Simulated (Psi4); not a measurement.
CCl3 (SMILES Cl[C](Cl)Cl), doublet, at a GFN2-xTB geometry. Base run: Psi4 with TPSS/def2-SV(P).

Psi4 was given this input:
```
memory 2 GB

molecule mol {
0 2
C    -0.004950   -0.005289    0.303986
Cl   -0.000024    1.675961   -0.006623
Cl    1.451799   -0.836933   -0.026704
Cl   -1.450028   -0.837161   -0.073962
}

set {
  basis def2-sv(p)
  reference uks
}

energy('tpss')
print_variables()
```

Variants of this job, named by their change:

```tsv
change	ΔE vs base (mEh)	SCF cycles	grid points	basis functions
base	0.000	9	81733	68
dft_basis_tolerance = 1e-8	0.000	9	78763	68
guess = core	0.000	12	81733	68
diis_max_vecs = 3	0.000	10	81733	68
dft_spherical_points = 434	-0.001	9	117437	68
d_convergence = 1e-10	0.000	15	81733	68
dft_radial_points = 99	-0.003	9	107972	68
dft_nuclear_scheme = stratmann	-0.003	9	76258	68
ints_tolerance = 1e-8	0.000	9	81733	68
dft_radial_scheme = mura	-0.002	9	84592	68
dft_radial_points = 50	-0.708	9	55557	68
basis_guess = sto-3g	0.000	8	81733	68
df_basis_scf = def2-universal-jkfit	0.000	9	81733	68
```

Open shells are given as the SCF converged; they aren't shown to be the lowest states, and a large step between rows can be another state.
